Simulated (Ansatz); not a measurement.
Basis-set extrapolation for C2H8SSi2 (`[SiH3]C[SiH2]C=S`) (PBE0-D4/def2-TZVP geometry, frozen core, Ansatz 0.2.0). Multiplicity 1, RHF reference.

```json
{"": "HF", "def2-TZVPP": "-1055.831725", "def2-QZVPP": "-1055.864551"}
{"": "MP2 correlation", "def2-TZVPP": "-0.758822", "def2-QZVPP": "-0.813170"}
{"": "CCSD(T) correlation", "def2-TZVPP": "-0.865622", "def2-QZVPP": "not run"}
```

Energies in hartree. Use E(X) = E(∞) + A·exp(−7.88·√X) for Hartree–Fock and E(X) = E(∞) + B·X^(−2.97) for correlation, with X = 3 and 4, and add CCSD(T) minus MP2 of the smaller set to the MP2 limit.

Q: What is the CCSD(T) energy at the basis-set limit?

A: HF limit: -1055.864551 + (-0.032826) × 0.13774 = -1055.86907. MP2 limit: -0.813170 + (-0.054348) × 0.74074 = -0.85343. Higher-order term: -0.865622 − (-0.758822) = -0.10680. Total: -1056.82930 hartree, 82.8 kcal/mol below CCSD(T)/def2-TZVPP.
